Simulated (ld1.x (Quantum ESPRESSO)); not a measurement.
# u(r) = r·R(r): atom against pseudo-atom (chromium)

Columns: radius, all-electron u(r) and pseudo u(r) of the 3d shell (level -3.13 eV) of chromium in the configuration [Ne] 3s2 3p6 3d5 4s1 4p0; LDA (PZ), scalar-relativistic, PAW scheme, ld1.x (Quantum ESPRESSO) 7.5.

| r (bohr) | all-electron | pseudo |
| --- | --- | --- |
| 0.158 | 0.1228 | 0.0058 |
| 0.315 | 0.4000 | 0.0426 |
| 0.473 | 0.6276 | 0.1280 |
| 0.630 | 0.7531 | 0.2565 |
| 0.788 | 0.7973 | 0.4051 |
| 0.945 | 0.7904 | 0.5383 |
| 1.102 | 0.7567 | 0.6287 |
| 1.260 | 0.7104 | 0.6638 |
| 1.418 | 0.6597 | 0.6503 |
| 1.575 | 0.6094 | 0.6091 |
| 1.732 | 0.5612 | 0.5612 |
| 1.890 | 0.5158 | 0.5158 |
| 2.047 | 0.4741 | 0.4741 |
| 2.205 | 0.4357 | 0.4357 |
| 2.362 | 0.4008 | 0.4008 |
| 2.520 | 0.3687 | 0.3687 |
| 2.678 | 0.3394 | 0.3394 |
| 2.835 | 0.3128 | 0.3128 |
| 2.992 | 0.2884 | 0.2884 |
| 3.150 | 0.2660 | 0.2660 |
| 3.308 | 0.2454 | 0.2454 |
| 3.465 | 0.2266 | 0.2266 |
| 3.622 | 0.2093 | 0.2093 |
| 3.780 | 0.1933 | 0.1933 |
| 3.938 | 0.1785 | 0.1785 |
| 4.095 | 0.1650 | 0.1650 |

Problem. How many radial nodes do the two functions have?

Solution. The all-electron 3d function has n − l − 1 = 0; the pseudo-wave has 0.

Problem. At about which radius was the pseudo-wave matched?

Solution. 1.75 bohr. The columns agree to 0.0005 from 1.57 bohr on; several derivatives are matched, so the curves merge somewhat inside the radius.

Problem. Is the pseudo-wave norm-conserving?

Solution. No, it belongs to a PAW set: the norm inside the radius is not constrained, and the difference is carried by the augmentation charge.
